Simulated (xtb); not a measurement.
xtb input (GFN2-xTB):

```bash
xtb mol.xyz --gfn 2 --ohess tight --chrg -1 --uhf 0
```
mol.xyz:
```
6

B      0.65891935     0.23076110    -0.04317003
F      1.30805453     1.47588644    -0.14567701
F      1.44287469    -0.98937462    -0.02603845
C     -0.91812947     0.13838830     0.02914637
H     -1.23669733    -0.36853612     1.00991986
H     -1.27440805    -0.45161570    -0.81882435
```

End of the output:

```
    mode    ω/cm⁻¹     T·S(HO)/kcal·mol⁻¹    T·S(FR)/kcal·mol⁻¹   T·S(vib)
   ------------------------------------------------------------------------
   ------------------------------------------------------------------------

   temp. (K)  partition function   enthalpy   heat capacity  entropy
                                   cal/mol     cal/K/mol   cal/K/mol   J/K/mol
 298.15  VIB   2.04                  958.036      8.491      4.633
         ROT  0.215E+05              888.752      2.981     22.803
         INT  0.439E+05             1846.789     11.472     27.436
         TR   0.482E+27             1481.254      4.968     38.316
         TOT                        3328.0427    16.4398    65.7513   275.1033

       T/K    H(0)-H(T)+PV         H(T)/Eh          T*S/Eh         G(T)/Eh
   ------------------------------------------------------------------------
    298.15    0.530357E-02    0.368694E-01    0.312406E-01    0.562889E-02
   ------------------------------------------------------------------------

         :::::::::::::::::::::::::::::::::::::::::::::::::::::
         ::                  THERMODYNAMIC                  ::
         :::::::::::::::::::::::::::::::::::::::::::::::::::::
         :: total free energy         -14.113741155576 Eh   ::
         ::.................................................::
         :: total energy              -14.119370044474 Eh   ::
         :: zero point energy           0.031565869035 Eh   ::
         :: G(RRHO) w/o ZPVE           -0.025936980137 Eh   ::
         :: G(RRHO) contrib.            0.005628888898 Eh   ::
         :::::::::::::::::::::::::::::::::::::::::::::::::::::

optimized geometry written to: xtbopt.xyz

           -------------------------------------------------
          | TOTAL ENERGY              -14.119370044474 Eh   |
          | TOTAL ENTHALPY            -14.082500601794 Eh   |
          | TOTAL FREE ENERGY         -14.113741155576 Eh   |
          | GRADIENT NORM               0.000262569803 Eh/α |
          | HOMO-LUMO GAP               5.696330536202 eV   |
           -------------------------------------------------

------------------------------------------------------------------------
------------------------------------------------------------------------
 total:
 SCF:
 ANC optimizer:
 analytical hessian:
Note: The following floating-point exceptions are signalling: IEEE_DENORMAL
normal termination of xtb
```

It need not be the lowest isomer of its formula. Whether it binds its extra electron was not tested at this geometry.
